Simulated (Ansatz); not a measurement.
The cluster TiF₃, 4 atoms. Hardware: 2 threads of Intel Xeon Platinum 8488C on a shared host.

Correlated methods freeze 8 core orbitals; core or outer-core shells of Ti are correlated, in sets that lack core-valence functions.

(1) How many basis functions does each of these Ansatz runs have, and roughly what does it cost? MP2/def2-TZVP, charge 0 doublet, energy, from earlier orbitals; PBE0-D4/def2-QZVPP, charge 0 doublet, energy, from earlier orbitals; PBE-D4/def2-TZVP, charge 0 doublet, energy and forces, from earlier orbitals; ωB97M-V/def2-TZVP, charge 1 singlet at the geometry of the charge 0 doublet, energy, from earlier orbitals; HSE06-D4/def2-TZVP, charge 0 doublet, energy, from earlier orbitals; PBE0-D4/def2-TZVP, charge 0 quartet, energy, from earlier orbitals; r2SCANh-D4/def2-TZVP, charge 0 quartet, energy, from earlier orbitals; PBE0-D4/def2-TZVPD, charge -1 singlet, relaxation, 4 steps; PBE-D4/def2-SVP, charge 0 doublet, energy, from earlier orbitals; CCSD(T)/def2-TZVPP, charge 1 singlet at the geometry of the charge 0 doublet, energy, from earlier orbitals; PBE with 50 % exact exchange/def2-TZVP, charge 0 doublet, energy, from earlier orbitals; r2SCAN-D4/def2-TZVP, charge 1 singlet at the geometry of the charge 0 doublet, energy, from earlier orbitals.

Results:

(1) Other jobs shared the machine, so times can vary by a factor of up to 3. A dash marks memory too small to be measured apart from the calling script's.

```
                                                                                                         run  functions  fitting or Cholesky vectors  wall time  peak host memory (GiB)
                                            PBE-D4/def2-SVP, charge 0 doublet, energy, from earlier orbitals         73                          824      1.4 s                       –
r2SCAN-D4/def2-TZVP, charge 1 singlet at the geometry of the charge 0 doublet, energy, from earlier orbitals        138                          881      1.8 s                       –
                                              MP2/def2-TZVP, charge 0 doublet, energy, from earlier orbitals        138                         1023        2 s                       –
                                PBE-D4/def2-TZVP, charge 0 doublet, energy and forces, from earlier orbitals        138                          881      2.1 s                       –
  ωB97M-V/def2-TZVP, charge 1 singlet at the geometry of the charge 0 doublet, energy, from earlier orbitals        138                          919      3.9 s                       –
                                         HSE06-D4/def2-TZVP, charge 0 doublet, energy, from earlier orbitals        138                          934        4 s                       –
                     PBE with 50 % exact exchange/def2-TZVP, charge 0 doublet, energy, from earlier orbitals        138                         1045        9 s                    0.56
                                                  PBE0-D4/def2-TZVPD, charge -1 singlet, relaxation, 4 steps        168                         1081       10 s                       –
                                          PBE0-D4/def2-TZVP, charge 0 quartet, energy, from earlier orbitals        138                          934       12 s                       –
                                         PBE0-D4/def2-QZVPP, charge 0 doublet, energy, from earlier orbitals        264                         1108       16 s                     0.8
                                       r2SCANh-D4/def2-TZVP, charge 0 quartet, energy, from earlier orbitals        138                          916       16 s                    0.55
 CCSD(T)/def2-TZVPP, charge 1 singlet at the geometry of the charge 0 doublet, energy, from earlier orbitals        157                         1076       37 s                     1.3
```
